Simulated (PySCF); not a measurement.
# Working out the excitation energy of B

B [He] 2s2 2p1 (2P) → B [He] 2s2 3d1 (2D). Calculation: PySCF 2.14, in x2c-TZVPPall with one added diffuse shell each of s, p, d type (6s4p3d1f, 40 functions); the spin-free X2C one-electron Hamiltonian (Gaussian nucleus). Frozen: 1s2. Energies in hartree (1 hartree = 27.21139 eV):

| part | B (lower) | B (upper) |
| --- | --- | --- |
| UHF | -24.539118 | -24.248510 |
| CCSD correlation | -0.064369 | -0.053072 |
| (T) | -0.001328 | -0.003500 |

Question: What does Hartree-Fock give?

Answer: (-24.248510) − (-24.539118) = 0.290608 hartree = 7.908 eV.

Question: What do CCSD and CCSD(T) give?

Answer: The CCSD correlation energies differ by 0.011297 hartree = 0.307 eV and the triples by -0.002172 hartree = -0.059 eV, so CCSD gives 8.215 eV and CCSD(T) 8.156 eV.

Measured between the centres of the two terms (NIST): 6.789 eV, so CCSD(T) (valence) is off by 1.367 eV.

The coupled-cluster amplitudes are large, so a single reference is strained.

What remains against the reference includes basis incompleteness, the frozen core and higher excitations.
